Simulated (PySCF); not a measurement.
Static response to an electric field

C6H9P.
Cartesian coordinates in Å at the GFN2-xTB level; atoms count from 1:
```
atom  x, y, z in Å
C1    -1.4061   -1.1907    0.5335
C2    -0.1133   -0.5759    0.1053
C3     1.1244   -1.3179    0.1691
C4     2.2166   -0.6256   -0.1991
P5     1.7667    1.0024   -0.8292
C6     0.0471    0.6995   -0.3213
C7    -1.0272    1.7267   -0.4762
H8    -1.5039   -1.1380    1.6187
H9    -2.2527   -0.6718    0.0905
H10   -1.4411   -2.2391    0.2428
H11    1.1422   -2.3414    0.5122
H12    3.2218   -1.0094   -0.2282
H13    2.1326    1.7222    0.3117
H14   -1.4693    1.9646    0.4919
H15   -1.8236    1.3631   -1.1270
H16   -0.6217    2.6401   -0.9060
```

Level: wB97X-D/def2-SVPD (PySCF), static field, nuclei fixed, core orbitals frozen in the response. The polarisability tensor in these axes (au):

```
x   105.06   3.05  -6.94
y     3.05 102.50 -12.06
z    -6.94 -12.06  70.99
```

Task: Diagonalise the tensor; give its mean and Δα, where Δα² is half the sum of the squared differences of the eigenvalues.

Result: Principal values 66.09, 101.15 and 111.31 au; mean 92.85 au = 13.76 Å³ = 15.31 × 10⁻⁴⁰ C²·m²/J; Δα = 41.09 au (44 % of the mean).

Task: What is the dipole moment, and where does it point?

Result: (-0.94, -0.35, 0.92) D, 1.36 D in size, pointing from the negative to the positive side. Measured along this direction, the outermost atoms are H12 and P5 at the negative end and H8 at the positive end.

Task: Along which axes do the principal values lie, and how far do the nuclei extend along each?

Result: Largest value along (0.68, 0.67, -0.32), where the nuclei span 5.03 Å; middle along (0.72, -0.68, 0.11), 5.36 Å; least along (0.14, 0.30, 0.94), 2.04 Å. The strongest response doesn't lie along the longest of the three spans.

Task: Give the eigenvalues of the traceless quadrupole moment Θ = ½Σq(3rr − r²1), origin at the centre of nuclear charge.

Result: -5.31, 1.42, 3.88 D·Å. The values depend on the origin, since the dipole doesn't vanish. The electronic extent ⟨r²⟩ about the same centre is 912 bohr², a root-mean-square distance of 2.06 Å for the 60 electrons.

Task: Estimate the molar refractivity from the static electronic polarisability.

Result: Lorentz–Lorenz: R = (4π/3)N_A α = 2.5225 cm³/(mol·Å³) × 13.76 Å³ = 34.7 cm³/mol, in the limit of long wavelengths.

Task: Find the Langevin capture rate constant for O2+ (31.990 u) meeting this molecule (112.044 u), k = 2.342 × 10⁻⁹ cm³/s × √(α in Å³ / reduced mass in u).

Result: The reduced mass is 24.88 u, so k = 1.74 × 10⁻⁹ cm³/s. The formula leaves out the permanent dipole, which adds to the capture rate.

Isolated species at its GFN2-xTB geometry, gas phase.
